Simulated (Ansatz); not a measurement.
Basis-set extrapolation for BCl2HS, SMILES `SB(Cl)Cl` (PBE0-D4/def2-TZVP geometry, frozen core, the Gaussian-basis code of Ansatz). Multiplicity 1, RHF reference.

```json
{"": "HF", "def2-TZVPP": "-1341.956482", "def2-QZVPP": "-1341.993656"}
{"": "MP2 correlation", "def2-TZVPP": "-0.651529", "def2-QZVPP": "-0.712600"}
{"": "CCSD(T) correlation", "def2-TZVPP": "-0.732159", "def2-QZVPP": "not run"}
```

Energies in hartree. Use E(X) = E(∞) + A·exp(−7.88·√X) for Hartree–Fock and E(X) = E(∞) + B·X^(−2.97) for correlation, with X = 3 and 4, and add CCSD(T) minus MP2 of the smaller set to the MP2 limit.

Task: What is the CCSD(T) energy at the basis-set limit?

Result: HF limit: -1341.993656 + (-0.037174) × 0.13774 = -1341.99878. MP2 limit: -0.712600 + (-0.061071) × 0.74074 = -0.75784. Higher-order term: -0.732159 − (-0.651529) = -0.08063. Total: -1342.83725 hartree, 4.04 eV below CCSD(T)/def2-TZVPP.
